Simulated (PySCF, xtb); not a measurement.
Si(CF3)(Cl)2(H) (CHCl2F3Si), SMILES [SiH](Cl)(Cl)C(F)(F)F.

Harmonic wavenumbers (cm⁻¹) from GFN2-xTB (xtb) at its own minimum, in rising order: 21, 87, 114, 140, 234, 250, 376, 463, 464, 508, 579, 601, 652, 671, 1027, 1034, 1128, 2334.

### Question
What does PySCF with PBE-D3(BJ)/def2-SVP give at its own minimum? (Estimate from the structure and the level; the computed values follow.)

### Answer
40, 95, 123, 165, 249, 267, 401, 509, 510, 534, 600, 718, 761, 780, 1108, 1126, 1185, 2229. Paired by order, the mean absolute difference is 52 cm⁻¹ and the zero-point energies are 15.3 and 16.3 kcal/mol.
